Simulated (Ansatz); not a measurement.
**A relaxation, step by step**

SiH2SF2, closed shell, PBE0-D4/def2-TZVP (Ansatz 0.2.0). Settings:

```yaml
hamiltonian: {xc: pbe0, dispersion: d4}
relax: {f_tol: 0.005, max_steps: 200}
```

Start, a step off a saddle point along its unstable mode:

Si1  (0.034, -0.033, 0.563)
H2  (-0.199, 0.318, -1.308)
S3  (0.870, -1.732, 0.307)
H4  (0.077, -0.231, -1.207)
F5  (-1.491, 0.293, 0.857)
F6  (0.708, 1.386, 0.789)
(Å)

```tsv
step	energy less the last (meV)	largest force component (eV/Å)
1	866.1	7.315
2	143.5	1.260
3	54.9	0.243
4 (rejected trial)	56.3	0.698
5	38.0	0.164
6	10.5	0.131
7	4.2	0.044
8	0.7	0.074
9	0.4	0.051
10	0.0	0.014
11	0.0	0.007
12	0.0	0.004
```

Step 3, positions (Å) and forces (eV/Å):

```tsv
atom	x	y	z	Fx	Fy	Fz
Si1	0.074	-0.111	0.602	-0.067	0.149	0.206
H2	-0.314	0.547	-1.358	0.030	-0.067	-0.090
S3	0.931	-1.838	0.586	-0.078	0.163	0.106
H4	0.030	-0.143	-1.337	-0.080	0.147	-0.243
F5	-1.459	0.228	0.788	0.159	-0.166	0.009
F6	0.738	1.318	0.719	0.036	-0.227	0.012
```

Step 6, positions (Å) and forces (eV/Å):

```
atom       x       y       z      Fx      Fy      Fz
 Si1   0.083  -0.125   0.656   0.016  -0.025   0.131
  H2  -0.334   0.583  -1.442   0.000  -0.001  -0.038
  S3   0.937  -1.843   0.680   0.024  -0.048   0.008
  H4   0.004  -0.099  -1.459  -0.022   0.040  -0.062
  F5  -1.449   0.194   0.817  -0.027   0.008  -0.019
  F6   0.760   1.291   0.748   0.009   0.026  -0.021
```

Step 10, positions (Å) and forces (eV/Å):

| atom | x | y | z | Fx | Fy | Fz |
| --- | --- | --- | --- | --- | --- | --- |
| Si1 | 0.095 | -0.145 | 0.735 | 0.000 | -0.001 | -0.003 |
| H2 | -0.354 | 0.617 | -1.540 | 0.007 | -0.013 | 0.000 |
| S3 | 0.949 | -1.863 | 0.762 | -0.001 | 0.002 | 0.002 |
| H4 | -0.020 | -0.060 | -1.583 | -0.007 | 0.014 | 0.000 |
| F5 | -1.440 | 0.176 | 0.848 | 0.010 | 0.004 | 0.000 |
| F6 | 0.770 | 1.274 | 0.779 | -0.009 | -0.006 | 0.001 |

Last step (12):

```
6
angstrom
Si 0.0952 -0.1457 0.7352
H -0.3544 0.6171 -1.5400
S 0.9492 -1.8631 0.7633
H -0.0201 -0.0588 -1.5842
F -1.4397 0.1765 0.8473
F 0.7698 1.2739 0.7786
```

The run took about 36 s on 2 CPU threads of an Arm Neoverse V1 (shared host).
